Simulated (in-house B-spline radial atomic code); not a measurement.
# B97-1 excitations of Ge4+

Method: B97-1. Computed with a B-spline radial code for spherical atoms: linear response of the closed shell [Ar] 3d10 with the functional's adiabatic kernel; non-relativistic, point nucleus, no spin-orbit coupling, no double excitations, S, P, D and F terms only. Only terms of natural parity with L up to 3 were computed.

Without relativity these are model numbers for so heavy an element.

Command:
```bash
python run_td.py task.json out
```
Settings (radii: box in bohr, nucleus in fm):
```
Z                        32
electrons                28
configuration            [Ar] 3d10
hamiltonian              nr
method                   b97_1
box_radius               19.1
intervals                54
```

Run time, properties included: 0.7 s on 1 thread of Intel(R) Xeon(R) 6975P-C (Granite Rapids), on a shared host.

The lowest states, in the order of their Tamm-Dancoff energies; the method's threshold (minus the highest occupied level) is 81.82 eV. Labels give the largest channel, * marks a mixed state, and oscillator strengths are full-response dipole values. Semilocal kernels can invert the small singlet-triplet splittings of Rydberg terms. Energies in eV:

| state | full response | Tamm-Dancoff | oscillator strength |
| --- | --- | --- | --- |
| 3d → 4s 3D | 28.266 | 28.281 | - |
| 3d → 4s 1D | 28.737 | 28.744 | - |
| 3d → 4p 3P | 38.96 | 38.98 | - |
| 3d → 4p 3F | 39.10 | 39.12 | - |
| 3d → 4p 1F | ? | ? | - |
| 3d → 4p 1P | 40.27 | 40.34 | 0.536 |
| 3d → 4d 3S | 54.10 | 54.13 | - |
| 3d → 4d 3D | ? | ? | - |
| 3d → 4d 1D | 55.28 | 55.30 | - |
| 3d → 5s 3D | 57.88 | 57.88 | - |

(1) Where does 3d → 4p 1F lie?

(2) Where does 3d → 4d 3D lie?

(3) How large is the singlet-triplet splitting of 3d → 4s (D terms) in Tamm-Dancoff?

(4) What polarisabilities and dispersion coefficient does the method give?

Answers

(1) At 39.32 eV in full response, 39.32 eV in Tamm-Dancoff.

(2) At 54.81 eV in full response, 54.83 eV in Tamm-Dancoff.

(3) 0.463 eV, from the unrounded values.

(4) Dipole 0.8186 bohr³, quadrupole 1.204 bohr⁵, C6 1.555 hartree·bohr⁶ for two such species.
